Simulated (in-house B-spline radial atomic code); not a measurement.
**Ionising Se8+ with different functionals**

Computed with a B-spline radial code for spherical atoms: scalar-relativistic (spin-free X2C) Hamiltonian, Fermi nucleus of rms radius 4.14 fm, spin-polarised at highest spin, spherical fractional occupations for the functionals, and exact exchange of hybrids averaged over the configuration. The ionisation energy is the difference of two self-consistent energies, [Ar] 3d8 → [Ar] 3d7, without Breit or QED terms; ε is the level of the shell that loses the electron (its least bound occupied spin orbital). There is no spin-orbit coupling in this Hamiltonian.

```csv
method,rung,ΔSCF (eV),-ε(3d) (eV)
PBE0,global hybrid,220.91,208.86
B3LYP,global hybrid,221.05,207.97
TPSSh,global hybrid,220.79,205.71
BHandHLYP,global hybrid,220.62,213.69
r2SCAN0,global hybrid,220.90,209.03
B97-1,global hybrid,?,?
HSE06,range-separated hybrid,?,?
wB97X,range-separated hybrid,220.61,210.46
CAM-B3LYP,range-separated hybrid,220.97,209.96
LC-wPBE,range-separated hybrid,220.99,209.72
```

(1) What does HSE06 give?

(2) What does B97-1 give?

(3) Among the functionals, which spreads more, the ΔSCF values or the orbital energies?

(4) How do they compare with the NIST value?

Answers

(1) ΔSCF 220.82 eV, and -ε(3d) = 208.35 eV.

(2) ΔSCF 220.97 eV, and -ε(3d) = 208.09 eV.

(3) The orbital energies: ΔSCF values span about 0.44 eV and the orbital energies 7.98 eV; here energy differences depend much less on the functional than eigenvalues do.

(4) NIST lists 219 eV ± 2.2 (tabulated theory, ground level to ground level). Errors run from +1.61 to +2.05 eV; all lie within about twice that uncertainty, so the table can't rank the methods.
